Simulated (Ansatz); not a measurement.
Ansatz results at the PBE0-D4/def2-TZVP geometry: HOMO–LUMO gap (PBE0/def2-TZVPP) 7.26 eV; size of the dipole moment (ωB97M-V/def2-TZVPP) 2.32 D; size of the dipole moment (B3LYP/def2-TZVPP) 2.27 D.

Each molecule was computed in one conformer, which needn't be the lowest.

Task: Which molecule gave them?
A. `[BH2][Al]([Cl])[CH2]OC`
B. `N[SiH2][O][SnH3]`
C. `[NH2][SnH2][SiH2]O`
D. `N[SiH](O)[SnH3]`

Result: B. The others give `N[SiH](O)[SnH3]`: 7.26, 1.02, 1.05; `[BH2][Al]([Cl])[CH2]OC`: 4.07, 2.20, 2.18; `[NH2][SnH2][SiH2]O`: 6.64, 2.33, 2.30.

B3LYP here is the variant with VWN-RPA as its local correlation; programs differ in this.
